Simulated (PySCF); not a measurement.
Isomers of C5H14N2Si, one conformer each; single-point electronic energies without zero-point terms and without any empirical dispersion term.

All values: PBE0/pcSseg-1 (PySCF, non-relativistic), each on one gas-phase PBE0-D3(BJ)/def2-SVP geometry that isn't relaxed in the solvent. The solvent is an IEF-PCM continuum (Bondi radii, 1.10 Å for H, scaled by 1.2). Specific hydrogen bonds and non-electrostatic terms are outside this model.

```tsv
isomer	relative energy, gas (kJ/mol)	dipole (D)
`NC[C@@H]1CCN([SiH3])C1`	0.0	1.16
`CN(C)[C@H]1CCN[SiH2]1`	3.9	1.10
`C1[C@H](CCN1[SiH3])NC`	19.2	1.70
```

Task: How do the relative energies look in chloroform (ε = 4.711)?

Result: 
| isomer | relative energy, solvent (kJ/mol) | E(solvent) − E(gas) (kJ/mol) | dipole in solvent (D) |
| --- | --- | --- | --- |
| `NC[C@@H]1CCN([SiH3])C1` | 0.0 | -13.5 | 1.33 |
| `CN(C)[C@H]1CCN[SiH2]1` | 7.2 | -10.3 | 1.41 |
| `C1[C@H](CCN1[SiH3])NC` | 22.5 | -10.2 | 2.04 |

The order is unchanged. Conformers: `[NH2:1][CH2:2][C@@H:3]1[CH2:4][CH2:5][N:6]([SiH3:7])[CH2:8]1` with H–N1–C2–C3 -64° and 179°, N1–C2–C3–C4 -173°, C2–C3–C4–C5 -146°, C3–C4–C5–N6 36°, C4–C5–N6–Si7 156°, C5–N6–C8–C3 24°; `[CH3:1][N:2]([CH3:3])[C@H:4]1[CH2:5][CH2:6][NH:7][SiH2:8]1` with C1–N2–C4–C5 61°, N2–C4–C5–C6 164°, C4–C5–C6–N7 -42°, C5–C6–N7–Si8 24°, C6–N7–Si8–C4 -1°; `[CH3:1][NH:2][C@H:3]1[CH2:4][CH2:5][N:6]([SiH3:7])[CH2:8]1` with C1–N2–C3–C4 66°, N2–C3–C4–C5 140°, C3–C4–C5–N6 7°, C4–C5–N6–Si7 168°, C5–N6–C8–C3 40°. `NC[C@@H]1CCN([SiH3])C1` gains most from the continuum, while `C1[C@H](CCN1[SiH3])NC` has the largest gas-phase dipole. The gains span 3.3 kJ/mol, the gas-phase energies 19.2 kJ/mol.
